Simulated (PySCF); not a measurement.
GaH3OSe2, SMILES [SeH][Ga]([SeH])[OH].

Geometry optimised at B3LYP-D3(BJ)/def2-SVP. The values are those of a single conformer.

These are ωB97X/def2-TZVP (PySCF) values and carry that method's errors.

Symmetry labels are those of the subgroup Cs that the program uses (full group Cs).

Computed valence orbital energies around the gap with their symmetry:
```tsv
orbital	symmetry	energy (eV)
HOMO−7	A'	-14.27
HOMO−6	A'	-13.42
HOMO−5	A'	-13.15
HOMO−4	A"	-11.92
HOMO−3	A'	-11.88
HOMO−2	A'	-10.48
HOMO−1	A"	-10.02
HOMO	A"	-9.53
LUMO	A'	0.69
LUMO+1	A"	1.14
LUMO+2	A'	1.39
LUMO+3	A'	2.53
```
